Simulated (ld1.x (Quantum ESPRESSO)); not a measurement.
## Au, TM: configuration errors across variants

* Element: gold (Au)
* Generator: ld1.x (Quantum ESPRESSO) 7.5
* Type: norm-conserving Troullier–Martins (Kleinman–Bylander form)
* Functional: PBEsol
* Relativity: scalar-relativistic
* Frozen core: [Xe]
* Valence charge: 25
* Reference configuration: 4f14 5d10 6s1 6p0
* Partial waves: 6s (bound): rc 2.50 bohr; 6p (bound, empty): rc 2.60 bohr; 5d (bound): rc 1.40 bohr; 4f (bound): rc 0.65 bohr
* Local potential: all-electron potential smoothed inside 1.20 bohr (lloc = -1)
* Core correction: Bessel-smoothed model core inside 0.60 bohr

All-electron excitation energies from the reference (eV): (1) 4f14 5d10 6s0 6p0 9.439; (2) 4f14 5d9 6s0 6p0 30.677; (3) 4f14 5d8 6s0 6p0 64.584; (4) 4f14 5d9 6s2 6p0 1.673; (5) 4f14 5d10 6s0.5 6p0 3.791; (6) 4f14 5d10 6s0 6p1 5.340.

Tests that are not counted but printed errors over 1 eV. “base”: 4f13 5d10 6s1 6p0 (solver errors, printed error -5.9 eV). “local potential the f channel”: 4f13 5d10 6s1 6p0 (solver errors, printed error -7557 eV). “core correction Bessel-smoothed model core inside 0.36 bohr”: 4f13 5d10 6s1 6p0 (solver errors, printed error -5.9 eV). “wave 4f (bound): rc 0.65 bohr becomes 4f (bound): rc 1.00 bohr”: 4f13 5d10 6s1 6p0 (solver errors, printed error -5.1 eV). “wave 6p (bound): rc 2.60 bohr becomes 6p (bound): rc 2.96 bohr”: 4f13 5d10 6s1 6p0 (solver errors, printed error -5.9 eV).

4 further variants failed, have other tests or too few solved ones, and are left out.

A true bound ghost makes a file unfit for plane-wave use even where its test errors are small: the radial tests pick states by their node count and pass the ghost by. Where a test does run into it, the solver fails or the error is huge.

Errors AE − PS in meV (a dash: test not solved or not reliable):

```tsv
change	(1)	(2)	(3)	(4)	(5)	(6)	bound ghosts
base	-16	-31	-150	-27	-4.0	-4.7	s
type PAW; waves now 6s (bound): rcut 2.15, rcutus 2.50 bohr; 6s channel at 3.2 Ry: rcut 2.15, rcutus 2.50 bohr; 6p (bound): rcut 2.25, rcutus 2.60 bohr; 6p channel at 2.3 Ry: rcut 2.25, rcutus 2.60 bohr; 5d (bound): rcut 1.20, rcutus 1.40 bohr; 5d channel at 1.4 Ry: rcut 1.20, rcutus 1.40 bohr; 4f (bound): rcut 0.55, rcutus 0.65 bohr; 4f channel at -0.95 Ry: rcut 0.55, rcutus 0.65 bohr; local potential all-electron potential smoothed inside 2.40 bohr (lloc = -1); augmentation GAUSS, radius 0.45 bohr	-0.2	-29	-182	+11	-0.1	+2.0	none
local potential the f channel	-16	-31	-151	-42	-4.2	-4.4	s, d
core correction Bessel-smoothed model core inside 0.36 bohr	-16	-31	-150	-27	-4.0	-4.7	s
wave 4f (bound): rc 0.65 bohr becomes 4f (bound): rc 1.00 bohr	-16	-31	-150	-27	-4.0	-4.7	s, p
wave 6p (bound): rc 2.60 bohr becomes 6p (bound): rc 2.96 bohr	-16	-31	-150	-27	-4.0	-4.8	s
wave 6s (bound): rc 2.50 bohr becomes 6s (bound): rc 2.36 bohr	-17	-28	-143	-31	-4.2	-5.0	s
all radii but the core radius scaled by about 1.37 (s 3.42, p 3.56, d 1.92, f 0.90 bohr); local potential all-electron potential smoothed inside 1.64 bohr (lloc = -1)	-16	-128	-382	+44	-3.3	-12	s
```

Problem. Give the same row for: local potential all-electron potential smoothed inside 2.30 bohr (lloc = -1).

Solution. -16, -46, -224, -31, -4.1, –; bound ghosts: not determined.
